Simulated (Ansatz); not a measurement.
These are frozen-core CCSD(T)/cc-pVTZ // PBE-D3(BJ)/def2-TZVP run with Ansatz (a program for electronic structure) values and carry that method's errors. The restricted HF reference is unstable towards unrestricted orbitals.

Ansatz 0.2 input:
```yaml
crystal:
  periodic: [false, false, false]
  atoms:
    - { symbol: O, position_ang: [2.2592, 0.736161, 0.295773] }
    - { symbol: C, position_ang: [0.937186, 0.430814, 0.174] }
    - { symbol: C, position_ang: [0.32621, -0.710415, -0.291343] }
    - { symbol: C, position_ang: [-1.09561, -0.607355, -0.245835] }
    - { symbol: C, position_ang: [-1.535709, 0.593305, 0.246298] }
    - { symbol: S, position_ang: [-0.214622, 1.630726, 0.667505] }
    - { symbol: H, position_ang: [2.773059, -0.02883, -0.018337] }
    - { symbol: H, position_ang: [0.872143, -1.583151, -0.649599] }
    - { symbol: H, position_ang: [-1.767766, -1.401112, -0.568912] }
    - { symbol: H, position_ang: [-2.554091, 0.939859, 0.39045] }
basis:
  gaussian: { orbitals: cc-pVTZ }
correlation:
  method: ccsd_t
```

Output:

```
Functional definition: HF
1407 factors; integrals over basis functions are off by at most 1.2e-3 eV
mean field evaluation 1: about -17036.8767 eV, gradient 3.9e1 eV
mean field evaluation 2: about -17037.3346 eV, gradient 3.9e1 eV
mean field evaluation 4: about -17041.2720 eV, gradient 4.7e0 eV
mean field evaluation 8: about -17041.3686 eV, gradient 4.8e-1 eV
mean field evaluation 16: about -17041.3705 eV, gradient 2.8e-6 eV
mean field -17041.37051042 eV, -626.2588152023 hartree, gradient 2.8e-6 eV, S^2 0.000000; 0 other end points of the search recorded, 0 dependent functions left out; unrestricted orbitals would lower it
10 core orbitals not correlated
reference -17041.37051042 eV, -626.2588152023 hartree; 16, 16 occupied and 214, 214 virtual orbitals, 1407 factors
second order -28.51541586 eV of doubles, -0.00000000 eV of singles
cycle   1  -28.15061933 eV  change    3.6e-1 eV  update   1.3e-1
cycle   2  -28.90851044 eV  change   -7.6e-1 eV  update   4.0e-2
cycle   3  -29.07744030 eV  change   -1.7e-1 eV  update   1.9e-2
cycle   4  -29.06430717 eV  change    1.3e-2 eV  update   5.0e-3
cycle   5  -29.06298854 eV  change    1.3e-3 eV  update   2.5e-3
cycle   6  -29.06421094 eV  change   -1.2e-3 eV  update   8.7e-4
cycle   7  -29.06379124 eV  change    4.2e-4 eV  update   3.8e-4
cycle   8  -29.06354053 eV  change    2.5e-4 eV  update   1.8e-4
cycle   9  -29.06359896 eV  change   -5.8e-5 eV  update   6.4e-5
cycle  10  -29.06359989 eV  change   -9.3e-7 eV  update   2.0e-5
perturbative correction -1.52452235 eV, -0.0560251628 hartree
Total energy: -17071.95863266 eV, -627.3829079609 hartree
```

Cost: roughly 3 core-minutes.
